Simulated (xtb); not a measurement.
C₂H₅Cd, SMILES C[CH2][Cd+], charge +1. All values are semi-empirical tight-binding results from xtb (GFN2-xTB unless named), good for trends rather than for accurate numbers. Geometry: GFN2-xTB. The multiplicity is an assumed one; other spin states were not compared. The isomer is the one that the SMILES or the coordinates give; other isomers of the formula were not compared.

Optimised geometry:

```xyz
8

Cd    -0.0434    -0.6959     0.0000
C      0.6993     1.4001     0.0000
C     -0.4357     2.3664     0.0000
H      1.3022     1.4174     0.9154
H      1.3022     1.4174    -0.9154
H     -1.0513     2.2980    -0.9025
H     -1.0513     2.2980     0.9025
H      0.0005     3.3720     0.0000
```
Charge +1, spin multiplicity 1.

For metal compounds this method's bond lengths and energies can be far off.

```
Quantity                                       Value
-------------------------------------  -------------
point group as xtb finds it                       Cs
orbital gap                                  3.07 eV
zero-point energy                      38.4 kcal/mol
G − E(el) at 298.15 K (modified RRHO)  20.7 kcal/mol
```

Computed atomic charges and the Wiberg bond orders between heavy atoms:
charges (e) Cd1 0.47, C2 -0.05, C3 -0.14, H4 0.16, H5 0.16, H6 0.13, H7 0.13, H8 0.16. Bond orders Cd1–C2 1.00, C2–C3 1.09.
